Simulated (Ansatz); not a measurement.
`BO[C](=O)[GeH3]` + `CCCO` → `BOCCC` + `O=[C](O)[GeH3]`  (ligand exchange at a B–O bond)

Program: Ansatz. Geometries: PBE0-D4/def2-TZVP. ΔE: electronic, gas phase. CCSD(T)/CBS is the MP2 limit (def2-TZVPP, def2-QZVPP) plus CCSD(T) − MP2 in def2-TZVPP, frozen cores. DFT in def2-TZVPP. B3LYP here is the variant with VWN-RPA as its local correlation; programs differ in this. For Ge outer-core shells are correlated without core-valence functions, which leaves a few kJ/mol of doubt a bond. Scalar relativity is left out up to krypton. One conformer a species, not always the lowest.

```tsv
level	ΔE (kJ/mol)	difference from CCSD(T)/CBS
PBE-D4	-51.6	-7.9
B3LYP-D4	-47.3	-3.6
ωB97X-V	-46.1	-2.4
HF/def2-TZVPP	-39.3	4.4
MP2/def2-TZVPP	-45.3	-1.6
HF/def2-QZVPP	-39.1	4.6
MP2/def2-QZVPP	-45.1	-1.4
SCS-MP2/def2-QZVPP	-43.3	0.4
HF/CBS(def2)	-39.1	4.6
MP2/CBS(def2)	-45.1	-1.4
CCSD(T)/CBS	-43.7	0
```

Largest T1 diagnostic among the species: 0.015.

From PBE to PBE0 (25 % exact exchange), in def2-TZVPP and without D4, ΔE moves by +3.0 kJ/mol. In def2-TZVPP, CCSD(T) changes the Hartree–Fock value by −4.6 kJ/mol (the triples alone add −1.0 kJ/mol) and MP2 by −6.0 kJ/mol.
